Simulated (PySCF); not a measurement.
F: excitation energy

F [He] 2s2 2p5 (2P) → F [He] 2s1 2p6 (2S), as a difference of total energies. Computed with PySCF 2.14 in aug-cc-pVQZ, with no relativity, point nucleus. Correlated levels: valence: 1s2 frozen. The calculations carry no spin-orbit coupling.

```csv
method,excitation energy (eV)
UHF,23.873
MP2 (valence),21.860
SCS-MP2 (valence),21.747
CCSD (valence),21.004
CCSD(T) (valence),19.453
```

Problem. How much does correlation contribute at CCSD(T) (valence)?

Solution. 19.453 − (23.873) = -4.420 eV, measured against UHF.

A first-order spin-orbit estimate (lowest level to lowest level, LS coupling) adds 0.017 eV.

The upper state lies above the first ionisation limit, where it may autoionise and the basis confines it.

The coupled-cluster amplitudes are large for the upper state (T1 above 0.03 or a double amplitude above 0.15), so a single reference is strained.
